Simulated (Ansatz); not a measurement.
Two structures of CH7GaSi, singlet, reached by relaxing down either side of one saddle point (PBE0-D4/def2-TZVP). Energies are electronic, without zero-point energy. Computed with Ansatz 0.2.0 (basis: def2-TZVPP and def2-QZVPP); correlated methods freeze the cores. Filled d shells of the heavier atoms are correlated. The def2 sets are not built for correlating such inner shells, so the correlated values are less sure here. Extrapolation: Hartree–Fock as exp(−7.88 √X), correlation as X^−2.97. First:

```
10
angstrom
Ga 0.7021 -0.1083 0.4124
Si 0.0477 1.4635 -1.3051
H 2.1753 -0.0391 0.9781
C -0.5071 -1.4852 1.1356
H -1.3943 1.3708 -1.6694
H 0.3154 2.8670 -0.8777
H 0.8385 1.2269 -2.5481
H -1.5081 -1.4410 0.7069
H -0.0868 -2.4773 0.9456
H -0.5824 -1.3773 2.2215
```

Second:

| atom | x (Å) | y (Å) | z (Å) |
| --- | --- | --- | --- |
| Ga1 | -1.2955 | -1.0834 | -0.4169 |
| Si2 | 0.5494 | 1.7285 | -1.1838 |
| H3 | 0.4019 | 0.9445 | 0.0779 |
| C4 | -0.4867 | -1.7810 | 1.3162 |
| H5 | -0.7409 | 2.3741 | -1.5218 |
| H6 | 1.5919 | 2.7652 | -0.9597 |
| H7 | 0.9762 | 0.8161 | -2.2729 |
| H8 | -0.9534 | -2.7312 | 1.6003 |
| H9 | 0.5908 | -1.9555 | 1.2172 |
| H10 | -0.6335 | -1.0772 | 2.1434 |

(1) Which bonds change from the first to the second?

(2) Give the saddle point's structure and its height above each. (Judge from chemistry; the value comes from the calculation.)

No T1 diagnostic of these runs exceeds 0.015.

## Answers

(1) CH₇GaSi ([CH3][GaH][SiH3]) → CH₃Ga ([CH3][Ga]) + SiH₄; bonds formed: Si2–H3; bonds broken: Ga1–Si2, Ga1–H3.

(2) The calculation gives: 38.12 kcal/mol above the first and 22.03 kcal/mol above the second (CCSD(T) at an estimated basis limit (MP2 extrapolated from triple and quadruple zeta, plus CCSD(T) − MP2 in triple zeta)).
```tsv
atom	x (Å)	y (Å)	z (Å)
Ga1	-0.8381	-0.2881	-0.0527
Si2	0.2342	1.5139	-1.2377
H3	0.8588	0.4690	0.0209
C4	-0.4246	-1.6612	1.3115
H5	-0.8022	2.1707	-2.1064
H6	0.7940	2.6505	-0.4512
H7	1.1960	0.8949	-2.1925
H8	-1.2929	-2.2970	1.4814
H9	0.4150	-2.2747	0.9777
H10	-0.1398	-1.1779	2.2487
```

Losses and insertions of silylenes and their heavier kin drive the gas-phase chemistry of silicon and germanium vapour deposition.

Labels in which every atom is bracketed show which atoms are joined, not bond orders.

For scale, one of the runs: CCSD(T)/def2-TZVPP, 219 basis functions (an equivalent command: `ansatz run in.yaml --threads 4`). Time: 64 s of wall clock on 4 CPU threads; the host was shared. Peak host memory: 3.1 GiB.
